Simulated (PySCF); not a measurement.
## Dipole moment and polarisability of `FC(F)=C(F)[P@@H](=S)CCP`

Compound: C₄H₇F₃P₂S.
Structure used (PBE0-D3(BJ)/def2-SVP), in Å, numbered top down from 1:
```
atom  x, y, z in Å
F1     2.725    0.192    1.671
C2     3.081   -0.176    0.470
F3     4.350    0.005    0.251
C4     2.213   -0.672   -0.415
F5     2.652   -1.019   -1.628
P6     0.450   -0.998   -0.052
S7     0.050   -2.201    1.416
C8    -0.281    0.680    0.112
C9    -1.760    0.637    0.470
P10   -2.788   -0.111   -0.900
H11    0.096   -1.416   -1.365
H12    0.295    1.169    0.915
H13   -0.078    1.228   -0.824
H14   -2.111    1.640    0.753
H15   -1.884   -0.021    1.347
H16   -2.973    1.082   -1.665
H17   -4.052   -0.005   -0.249
```

Level: CAM-B3LYP/def2-SVPD (PySCF), static field, nuclei fixed, core orbitals frozen in the response. The polarisability tensor in these axes (au):

```
x   143.00   1.44   7.07
y     1.44 111.05  -6.74
z     7.07  -6.74 113.72
```

Problem. Diagonalise the tensor; give its mean and Δα, where Δα² is half the sum of the squared differences of the eigenvalues.

Solution. Principal values 104.67, 118.49 and 144.62 au; mean 122.59 au = 18.17 Å³ = 20.21 × 10⁻⁴⁰ C²·m²/J; Δα = 35.14 au (29 % of the mean).

Problem. What is the dipole moment, and where does it point?

Solution. (-0.78, 3.78, -1.29) D, 4.07 D in size, pointing from the negative to the positive side. Measured along this direction, the outermost atoms are S7 at the negative end and H16 at the positive end.

Problem. Molar refractivity from α?

Solution. Lorentz–Lorenz: R = (4π/3)N_A α = 2.5225 cm³/(mol·Å³) × 18.17 Å³ = 45.8 cm³/mol, in the limit of long wavelengths.

Problem. Find the Langevin capture rate constant for NH4+ (18.034 u) meeting this molecule (205.970 u), k = 2.342 × 10⁻⁹ cm³/s × √(α in Å³ / reduced mass in u).

Solution. The reduced mass is 16.58 u, so k = 2.45 × 10⁻⁹ cm³/s. The formula leaves out the permanent dipole, which adds to the capture rate.

Problem. What depolarisation ratio follows for Rayleigh scattering of linearly polarised light, taking the static tensor?

Solution. ρ = 3Δα²/(45ᾱ² + 4Δα²) = 3705.2/(676291 + 4940.3) = 0.00544.

Problem. Give the eigenvalues of the traceless quadrupole moment Θ = ½Σq(3rr − r²1), origin at the centre of nuclear charge.

Solution. -6.91, -1.06, 7.97 D·Å. The values depend on the origin, since the dipole doesn't vanish. The electronic extent ⟨r²⟩ about the same centre is 2751 bohr², a root-mean-square distance of 2.72 Å for the 104 electrons.

Problem. How large is μ²/3kT at 350 K beside α?

Solution. In Gaussian units μ²/3kT = 114.18 Å³ against 18.17 Å³, a ratio of 6.29; the Debye molar polarisation (4π/3)N_A(α + μ²/3kT) is 333.8 cm³/mol, leaving out the vibrational part.

One conformer (not necessarily the lowest) at the PBE0-D3(BJ)/def2-SVP geometry, without solvent, vibrations or thermal averaging.
